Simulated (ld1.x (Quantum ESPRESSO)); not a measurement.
**Before and after: PAW potential for N (Z = 7)**

N (Z = 7), PAW, made with ld1.x (Quantum ESPRESSO) 7.5 (PBEsol, scalar-relativistic). Core [He], reference 2s2 2p3. Waves: 2s (bound): rcut 1.00, rcutus 1.05 bohr; 2s channel at 3 Ry: rcut 1.00, rcutus 1.05 bohr; 2p (bound): rcut 1.80, rcutus 1.90 bohr; 2p channel at 4.8 Ry: rcut 1.80, rcutus 1.90 bohr. Local part: all-electron potential smoothed inside 1.15 bohr (lloc = -1). Core correction: Bessel-smoothed model core inside 0.75 bohr. Augmentation charge: PSQ, inside the norm-conserving radii.

All-electron outer shells of the reference configuration (PBEsol, scalar-relativistic, ld1.x):

```
shell  level (eV)  outermost node (bohr)  outermost maximum (bohr)
   1s     -383.09                      –                      0.15
   2s      -18.46                   0.32                      1.02
   2p       -7.04                      –                      0.98
```

Change: waves 2p (bound): rcut 1.80, rcutus 2.24 bohr; 2p channel at 4.8 Ry: rcut 1.80, rcutus 2.24 bohr.

Cutoffs: the cutoffs (Ry, on a coarse ladder) from which the occupation-weighted sum of valence levels, in a spherical-Bessel basis at the reference potential, stays within 10 and 1 mRy of its value at 400 Ry; they do not see the model core or the augmentation charge, which bear on the density cutoff. Errors are all-electron minus pseudo energies relative to the spin-unpolarised reference configuration.

**Question.** How do hardness, ghosts and transferability respond?

**Answer.** The potential gets softer (18 Ry and 30 Ry → 15 Ry and 30 Ry); of the 7 tests that both files solve, the error grows in 3 and shrinks in 1 by more than 15 % and 0.3 meV (median size 3.7 → 3.1 meV); neither file shows a bound ghost. A larger radius leaves more room for a smooth pseudo-wave, so fewer plane waves are needed.

| quantity | base | changed |
| --- | --- | --- |
| cutoff, loose | 18 Ry | 15 Ry |
| cutoff, tight | 30 Ry | 30 Ry |
| loose cutoff by channel (10 mRy a level) | s 10 Ry, p 15 Ry | s 10 Ry, p 12 Ry |
| bound ghosts | none | none |
| error for 2s2 2p2, meV [ΔE 13.52 eV] | +3.7 | +3.1 |
| error for 2s2 2p1, meV [ΔE 42.26 eV] | +7.7 | +8.9 |
| error for 2s2 2p0, meV [ΔE 89.14 eV] | -6.0 | -12 |
| error for 2s0 2p5, meV [ΔE 22.90 eV] | -2.1 | -1.8 |
| error for 2s2 2p3.3, meV [ΔE -1.60 eV] | +0.4 | +0.2 |
| error for 2s1 2p0, meV [ΔE 166.66 eV] | -29 | -37 |
| error for 2s1 2p4, meV [ΔE 11.43 eV] | -0.6 | -0.4 |
| lowest overlap eigenvalue by channel | s 0.53, p 0.80 | s 0.53, p 0.78 |
